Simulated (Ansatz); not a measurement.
`N[SiH](F)F`. The species carries charge 0 and has multiplicity 1.

```xyz
7

N    -0.8691    0.0243   -0.5918
Si    0.5137   -0.1116    0.3591
F     1.7354   -0.4532   -0.5933
F     0.9460    1.2277    1.1003
H    -1.7895   -0.0536   -0.1934
H    -0.8747    0.5063   -1.4755
H     0.3382   -1.1399    1.3947
```

Problem. What are the harmonic wavenumbers in cm⁻¹ at PBE0-D4/def2-TZVP (Ansatz, finite differences of forces, unscaled)? (Best estimate.)

Solution. Ansatz gave: 120, 274, 336, 346, 377, 734, 825, 846, 893, 956, 985, 1578, 2313, 3620, 3716.

Problem. Is this a minimum?

Solution. Yes, all 15 modes are real.

Problem. Give the ideal-gas thermochemistry at 298.15 K and 1 bar (rigid rotor, harmonic oscillator; point group C1, symmetry number 1).

Solution. Zero-point energy 107.2 kJ/mol; H(298) − E = 123.9 kJ/mol; entropy 306.8 J/(mol·K), of which translation 164.0, rotation 104.6, vibration 38.2; G(298) − E = 32.5 kJ/mol.

Problem. And at 400, 500, 600, 800 and 1000 K?

Solution. 
| T (K) | H − E (kJ/mol) | S (J/mol/K) | G − E (kJ/mol) |
| --- | --- | --- | --- |
| 400 | 133.0 | 332.9 | -0.1 |
| 500 | 143.1 | 355.2 | -34.6 |
| 600 | 153.9 | 375.0 | -71.1 |
| 800 | 177.4 | 408.8 | -149.6 |
| 1000 | 202.6 | 436.9 | -234.2 |

Problem. Rotational constants (cm⁻¹)?

Solution. 0.2412, 0.2126, 0.1308.
